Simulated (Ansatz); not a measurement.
System: silicic acid, sum formula H4SiO4, charge 0, multiplicity 1. SMILES: O[Si](O)(O)O
Geometry from a B3LYP-D3(BJ)/def2-TZVP (Ansatz, a program for electronic structure) optimisation:
```
Si
O 1 1.6365
H 2 0.9601 1 116.83
O 1 1.6365 2 113.12 3 -69.62
H 4 0.9601 1 116.83 2 -46.23
O 1 1.6365 2 113.12 3 46.23
H 6 0.9601 1 116.83 2 69.62
O 1 1.6365 2 102.39 3 168.30
H 8 0.9601 1 116.83 2 168.30
```

Quantity: atomisation energy (electronic, to ground-state atoms), in kJ/mol. Correlated levels leave the core frozen unless marked. UHF or UKS for open shells. No spin-orbit coupling. No relativistic terms. The coupled-cluster limit lacks core correlation, which all-electron functionals hold. CBS marks a two-point X^-3 extrapolation of the correlation energy; Hartree-Fock from the larger set. The bracket is a focal-point correction in the basis named. The program attaches cautions to a run behind wB97X-V/def2-TZVPD: asymmetric forces.

| level | program | atomisation energy (kJ/mol) |
|---|---|---|
| PBE0/def2-TZVP | Ansatz | 3655.2 |
| BHLYP/def2-TZVPD | Ansatz | 3530.9 |
| wB97X-V/def2-TZVPD | Ansatz | [?] |
| RI-MP2/CBS(aug-cc-pV(T+d)Z,aug-cc-pV(Q+d)Z)+[CCSD(T)-MP2]/aug-cc-pV(T+d)Z | Ansatz | [?] |

Problem. Fill in the missing entries.

Solution. 
- wB97X-V/def2-TZVPD, atomisation energy (kJ/mol): 3733.2
- RI-MP2/CBS(aug-cc-pV(T+d)Z,aug-cc-pV(Q+d)Z)+[CCSD(T)-MP2]/aug-cc-pV(T+d)Z, atomisation energy (kJ/mol): 3785.0
